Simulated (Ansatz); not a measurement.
System: RbF, charge -1, multiplicity 2. SMILES of the parent species: [F][Rb]

Atoms: Rb1, F2. Bonds: Rb1-F2.

Bond lengths (Å) and angles (degrees) optimised at HF/STO-3G with Ansatz (an electronic-structure program); HF/3-21G with Ansatz; HF/6-31G* with LANL2DZ past Ar with Ansatz; B3LYP/LANL2DZ with Ansatz; B3LYP/6-31G* with LANL2DZ past Ar with Ansatz; MP2/6-31G* with LANL2DZ past Ar with Ansatz, each started from the B3LYP-D3(BJ)/def2-TZVP structure (Ansatz) of the last column. A row stands for all coordinates that are equal there. 6-31G* holds six Cartesian d functions.

| coordinate | HF/STO-3G | HF/3-21G | HF/6-31G* with LANL2DZ past Ar | B3LYP/LANL2DZ | B3LYP/6-31G* with LANL2DZ past Ar | MP2/6-31G* with LANL2DZ past Ar | B3LYP-D3(BJ)/def2-TZVP |
|---|---|---|---|---|---|---|---|
| Rb1-F2 | 2.500 | 2.441 | 2.494 | 2.553 | 2.520 | 2.517 | 2.450 |

Mean signed difference of all 1 bond lengths from B3LYP-D3(BJ)/def2-TZVP: HF/STO-3G 0.050 Å, HF/3-21G -0.009 Å, HF/6-31G* with LANL2DZ past Ar 0.044 Å, B3LYP/LANL2DZ 0.103 Å, B3LYP/6-31G* with LANL2DZ past Ar 0.070 Å, MP2/6-31G* with LANL2DZ past Ar 0.067 Å.
